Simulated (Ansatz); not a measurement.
Coupled-cluster run, C2H3FOSi, SMILES `O[SiH]1C=C1F`.

```yaml
crystal:
  periodic: [false, false, false]
  atoms:
    - {symbol: O, position_ang: [-1.139424, 1.399304, 0.862383]}
    - {symbol: Si, position_ang: [0.134601, 0.395841, 0.655447]}
    - {symbol: C, position_ang: [0.078242, -1.190602, -0.218256]}
    - {symbol: C, position_ang: [0.721729, -0.243940, -0.907521]}
    - {symbol: F, position_ang: [1.307108, -0.233352, -2.094052]}
    - {symbol: H, position_ang: [-1.828548, 1.378135, 0.195090]}
    - {symbol: H, position_ang: [0.994692, 0.670353, 1.820055]}
    - {symbol: H, position_ang: [-0.176299, -2.232741, -0.368947]}
basis:
  gaussian: {orbitals: def2-SVP}
correlation: {method: ccsd_t}
```

```sh
$ ansatz run in.yaml --threads 2 --pin off --events-out ev --progress --plain --max-ram 4352MiB
```

Log, shortened:

```
Functional definition: HF
872 factors; integrals over basis functions are off by at most 9.2e-4 eV
mean field evaluation 1: about -14701.4369 eV, gradient 3.8e1 eV
mean field evaluation 2: about -14701.5012 eV, gradient 3.8e1 eV
mean field evaluation 4: about -14704.6322 eV, gradient 3.7e0 eV
mean field evaluation 8: about -14704.6864 eV, gradient 2.7e-1 eV
mean field -14704.68687166 eV, -540.3872753387 hartree, gradient 8.8e-7 eV, S^2 0.000000; 0 other end points of the search recorded, 0 dependent functions left out
9 core orbitals not correlated: weight in the atoms' cores, before any rotation towards them, 1.000 or more for the frozen orbitals, at most 0.000 for the correlated occupied ones
reference -14704.68687166 eV, -540.3872753387 hartree; 14, 14 occupied and 66, 66 virtual orbitals, 872 factors
second order -19.41231022 eV of doubles, -0.00000000 eV of singles
cycle   1  -19.58113101 eV  change   -1.7e-1 eV  update   1.1e-1
cycle   2  -20.06014030 eV  change   -4.8e-1 eV  update   3.2e-2
cycle   3  -20.19288620 eV  change   -1.3e-1 eV  update   1.7e-2
cycle   4  -20.18909574 eV  change    3.8e-3 eV  update   4.0e-3
cycle   5  -20.18705554 eV  change    2.0e-3 eV  update   1.8e-3
cycle   6  -20.18758077 eV  change   -5.3e-4 eV  update   4.8e-4
cycle   7  -20.18744762 eV  change    1.3e-4 eV  update   1.8e-4
cycle   8  -20.18736978 eV  change    7.8e-5 eV  update   5.6e-5
cycle   9  -20.18737312 eV  change   -3.3e-6 eV  update   2.2e-5
perturbative correction -0.60878040 eV, -0.0223722670 hartree
Total energy: -14725.48302518 eV, -541.1515198844 hartree
```

Hardware: 2 threads of an Arm Neoverse V2 on a shared host. Wall time 3.3 s, peak host memory 0.31 GiB.

Correlation energy per correlated electron: -0.743 eV. T1 diagnostic: 0.0135.
